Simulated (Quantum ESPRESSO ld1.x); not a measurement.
Task: All-electron atom: Cs3+ in [Kr] 4d10 5s2 5p4. Calculated with ld1.x of Quantum ESPRESSO 7.5: scalar-relativistic Kohn-Sham, LDA (Slater exchange, Perdew-Zunger correlation), spin-polarised, spherical densities, point nucleus; open shells are filled with parallel spins first. Some entries of the table are withheld. Estimate them.

orbital  occ.  eigenvalue (Ry)  <r^2> (bohr^2)  <1/r> (bohr^-1)
1s up       1         -2630.67       0.0009264            59.35
1s down     1         -2630.67       0.0009264            59.35
2s up       1         -414.597         0.01485            13.63
2s down     1         -414.593         0.01485            13.63
2p up       3         -372.342         0.01178            13.00
2p down     3         -372.335         0.01178            13.00
3s up       1         -87.9101          0.1025            4.910
3s down     1         -87.9025          0.1025            4.910
3p up       3         -74.3105          0.1025            4.664
3p down     3         -74.3021          0.1025            4.664
3d up       5         -54.2930         0.08850            4.421
3d down     5         -54.2851         0.08850            4.422
4s up       1         -18.3466          0.5450            2.021
4s down     1         -18.3305          0.5446            2.021
4p up       3         -13.9903             (1)            1.858
4p down     3         -13.9727             (2)            1.859
4d up       5              (3)          0.8123            1.587
4d down     5              (4)          0.8074            1.591
5s up       1         -4.03713           3.116           0.7891
5s down     1         -3.93472           3.117           0.7913
5p up       3         -2.96943           4.094              (5)
5p down     1         -2.86623           4.140              (6)

Result: 
(1) 4p up <r^2> (bohr^2): 0.6223
(2) 4p down <r^2> (bohr^2): 0.6213
(3) 4d up eigenvalue (Ry): -7.64648
(4) 4d down eigenvalue (Ry): -7.62180
(5) 5p up <1/r> (bohr^-1): 0.6812
(6) 5p down <1/r> (bohr^-1): 0.6792
